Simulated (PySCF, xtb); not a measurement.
BH3N, SMILES [BH]N (connectivity only; charge and spin as stated), charge +1, multiplicity 1.

Harmonic wavenumbers (cm⁻¹) from GFN2-xTB (xtb) at its own minimum, in rising order: 496, 638, 641, 792, 1245, 1677, 2826, 3208, 3251.

### Question
What does TPSSh-D3(BJ)/def2-TZVP run with PySCF give at its own minimum? (The exact figures need the calculation; the answer reports its results.)

### Answer
573, 671, 749, 928, 1456, 1607, 2885, 3440, 3505. Paired by order, the mean absolute difference is 131 cm⁻¹ and the zero-point energies are 21.1 and 22.6 kcal/mol.
